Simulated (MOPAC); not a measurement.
Input file for MOPAC: PM6 on C2H6Te (SMILES CC[TeH]), a point of a bond scan (R = 1.635 Å).

```
PM6 1SCF PRECISE CHARGE=0 THREADS=1
C2H6Te

Te    -0.44138321 1    -0.15496471 1     0.45191112 1
H     -1.52418312 1    -0.01188723 1    -0.80338633 1
C      1.28066949 1    -0.19807008 1    -0.88149492 1
C      1.48408250 1     1.08238371 1    -1.67198061 1
H      1.15128398 1    -1.06511094 1    -1.52490576 1
H      2.11709438 1    -0.39946418 1    -0.21240134 1
H      1.66832990 1     2.37140342 1    -0.68267258 1
H      0.63484937 1     1.28423347 1    -2.32607898 1
H      2.37745653 1     1.00278155 1    -2.29931040 1
```

It printed:

```
*******************************************************************************
 **                                                                           **
 **                              MOPAC v23.2.5                                **
 **                                                                           **
 *******************************************************************************
 ** MOPAC's Digital Object Identifier: https://doi.org/10.5281/zenodo.6511958 **
 **                                                                           **
 ** Please cite the open-source release paper for use of this MOPAC version:  **
 ** J. E. Moussa and J. J. P. Stewart (2026)                                  **
 ** MOPAC: An open-source semiempirical molecular orbital program             **
 ** J. Open Source Softw., 11(119), 8025, https://doi.org/10.21105/joss.08025 **
 *******************************************************************************

                              PM6 CALCULATION RESULTS

 *******************************************************************************
 *  PM6        - The PM6 Hamiltonian to be used
 *
 *
 *
 *                 CHARGE ON SYSTEM = 0
 *
 *
 *
 *  PRECISE    - TIGHTER CRITERIA TO BE USED
 *  1SCF       - DO 1 SCF AND THEN STOP
 *  THREADS=1  - MULTI-THREADING NOT USED
 *  T=         - A TIME OF 172800.0 SECONDS REQUESTED
 *  DUMP=N     - RESTART FILE WRITTEN EVERY 7200.0 SECONDS REQUESTED
 *******************************************************************************
PM6 1SCF PRECISE CHARGE=0 THREADS=1
 C2H6Te

   ATOM   CHEMICAL          X               Y               Z
  NUMBER   SYMBOL      (ANGSTROMS)     (ANGSTROMS)     (ANGSTROMS)

     1      Te         -0.44138321  *  -0.15496471  *   0.45191112  *
     2       H         -1.52418312  *  -0.01188723  *  -0.80338633  *
     3       C          1.28066949  *  -0.19807008  *  -0.88149492  *
     4       C          1.48408250  *   1.08238371  *  -1.67198061  *
     5       H          1.15128398  *  -1.06511094  *  -1.52490576  *
     6       H          2.11709438  *  -0.39946418  *  -0.21240134  *
     7       H          1.66832990  *   2.37140342  *  -0.68267258  *
     8       H          0.63484937  *   1.28423347  *  -2.32607898  *
     9       H          2.37745653  *   1.00278155  *  -2.29931040  *



          CARTESIAN COORDINATES

    NO.       ATOM           X           Y           Z

     1        Te         -0.4414     -0.1550      0.4519
     2         H         -1.5242     -0.0119     -0.8034
     3         C          1.2807     -0.1981     -0.8815
     4         C          1.4841      1.0824     -1.6720
     5         H          1.1513     -1.0651     -1.5249
     6         H          2.1171     -0.3995     -0.2124
     7         H          1.6683      2.3714     -0.6827
     8         H          0.6348      1.2842     -2.3261
     9         H          2.3775      1.0028     -2.2993

 General Reference for PM6:
 "Optimization of Parameters for Semiempirical Methods V: Modification of NDDO Approximations
 and Application to 70 Elements", J. J. P. Stewart, J. Mol. Mod., 13, 1173-1213 (2007)
 URL: https://link.springer.com/article/10.1007/s00894-007-0233-4

           Empirical Formula: C2 H6 Te  =     9 atoms



      MOLECULAR POINT GROUP   :   C1


      RHF CALCULATION, NO. OF DOUBLY OCCUPIED LEVELS = 10


 -------------------------------------------------------------------------------
 PM6 1SCF PRECISE CHARGE=0 THREADS=1
 C2H6Te



     1SCF WAS SPECIFIED, SO BFGS WAS NOT USED
     SCF FIELD WAS ACHIEVED


                              PM6 CALCULATION
                                                       MOPAC v23.2.5 Linux




          FINAL HEAT OF FORMATION =         52.45989 KCAL/MOL =     219.49216 KJ/MOL


          COSMO AREA              =        117.95 SQUARE ANGSTROMS
          COSMO VOLUME            =        106.58 CUBIC ANGSTROMS

          IONIZATION POTENTIAL    =          8.196943 EV
          HOMO LUMO ENERGIES (EV) =         -8.197  0.728
          NO. OF FILLED LEVELS    =         10
          MOLECULAR WEIGHT        =        157.6694         POINT GROUP:  C1

          MOLECULAR DIMENSIONS (Angstroms)

            Atom       Atom       Distance
            H     9    H     2     4.30002
            H     7    H     5     3.43687
            H     8    H     6     2.90644


          SCF CALCULATIONS        =          1





   ATOM   CHEMICAL          X               Y               Z
  NUMBER   SYMBOL      (ANGSTROMS)     (ANGSTROMS)     (ANGSTROMS)

     1      Te         -0.44138321  *  -0.15496471  *   0.45191112  *
     2       H         -1.52418312  *  -0.01188723  *  -0.80338633  *
     3       C          1.28066949  *  -0.19807008  *  -0.88149492  *
     4       C          1.48408250  *   1.08238371  *  -1.67198061  *
     5       H          1.15128398  *  -1.06511094  *  -1.52490576  *
     6       H          2.11709438  *  -0.39946418  *  -0.21240134  *
     7       H          1.66832990  *   2.37140342  *  -0.68267258  *
     8       H          0.63484937  *   1.28423347  *  -2.32607898  *
     9       H          2.37745653  *   1.00278155  *  -2.29931040  *

                             CARTESIAN COORDINATES

   1   Te       -0.441383210    -0.154964710     0.451911120
   2    H       -1.524183120    -0.011887230    -0.803386330
   3    C        1.280669490    -0.198070080    -0.881494920
   4    C        1.484082500     1.082383710    -1.671980610
   5    H        1.151283980    -1.065110940    -1.524905760
   6    H        2.117094380    -0.399464180    -0.212401340
   7    H        1.668329900     2.371403420    -0.682672580
   8    H        0.634849370     1.284233470    -2.326078980
   9    H        2.377456530     1.002781550    -2.299310400


           Empirical Formula: C2 H6 Te  =     9 atoms



      MOLECULAR POINT GROUP   :   C1


                  EIGENVALUES
 -70.58995 -26.10973 -20.65137 -15.34827 -14.33192 -13.38338 -11.75192 -10.90247
  -9.81657  -8.19694   0.72765   2.35703   2.66009   4.30388   5.44646   6.00245
   6.28622   6.65540


              NET ATOMIC CHARGES AND DIPOLE CONTRIBUTIONS

  ATOM NO.   TYPE          CHARGE      No. of ELECS.   s-Pop       p-Pop
    1         Te          -0.108033        6.1080     1.93368     4.17435
    2          H           0.137833        0.8622     0.86217
    3          C          -0.439035        4.4390     1.05940     3.37963
    4          C          -0.393826        4.3938     1.13027     3.26356
    5          H           0.176407        0.8236     0.82359
    6          H           0.180851        0.8191     0.81915
    7          H           0.185884        0.8141     0.81412
    8          H           0.129961        0.8700     0.87004
    9          H           0.129957        0.8700     0.87004
 DIPOLE           X         Y         Z       TOTAL
 POINT-CHG.    -0.104     0.738    -0.718     1.035
 HYBRID        -0.177    -0.184    -1.020     1.051
 SUM           -0.281     0.554    -1.738     1.845


          ATOMIC ORBITAL ELECTRON POPULATIONS

     Atom    s        px        py        pz
    1 Te   1.93368   0.89209   1.99097   1.29129
    2  H   0.86217
    3  C   1.05940   1.15230   1.11137   1.11596
    4  C   1.13027   1.14328   1.03009   1.09020
    5  H   0.82359
    6  H   0.81915
    7  H   0.81412
    8  H   0.87004
    9  H   0.87004

 **********************
 *                    *
 * JOB ENDED NORMALLY *
 *                    *
 **********************




 == MOPAC DONE ==
```

The run finished.

Cost: very roughly 0.020 core-seconds.
